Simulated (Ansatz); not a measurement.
Ideal-gas functions of `O=C1O[Si]1(F)F` at 400 K and 1 bar, from an Ansatz frequency run at PBE0-D4/def2-TZVP.

Molar mass 110.09 g/mol, point group Cs (symmetry number 1), electronic degeneracy 1, moments of inertia 84.665, 230.124, 265.724 u Å². Harmonic wavenumbers (cm⁻¹, unscaled): 137, 232, 261, 307, 464, 505, 573, 691, 953, 1008, 1102, 2002.

Use S(trans) = R[1.5 ln M + 2.5 ln T − 1.1517]; rotational temperatures θ = 24.2544 K / I; S(rot) = R[ln(√π/σ · √(T³/θAθBθC)) + 1.5]; for each mode x = 1.438777 ν̃/T, S = R[x/(eˣ − 1) − ln(1 − e⁻ˣ)] and H = RT x/(eˣ − 1); 1 cm⁻¹ = 0.0119627 kJ/mol; R = 8.31446 J/(mol·K).

Problem. By hand: the entropy, in J/(mol·K).

Solution. Translation 173.6. Rotation: θ = 0.2865, 0.1054, 0.0913 K, giving 116.5. Vibration, mode by mode: 14.28, 10.06, 9.14, 7.90, 4.96, 4.41, 3.63, 2.60, 1.23, 1.05, 0.80, 0.05, in all 60.1. Electronic 0.0. Sum 350.2 J/(mol·K).

Problem. By hand: H − E and G − E in kJ/mol, counted from the electronic energy.

Solution. Zero-point energy ½ × 8235 × 0.0119627 = 49.3; thermal vibration 13.7; translation, rotation and pV give 4 RT = 13.3. H − E = 76.3 kJ/mol, and G − E = 76.3 − 400 × 350.2/1000 = -63.8 kJ/mol.

Vibration gives 17 % of the entropy, 14.3 J/(mol·K) of it from the mode under 150 cm⁻¹: soft modes count most, and the harmonic formula is weakest for them.
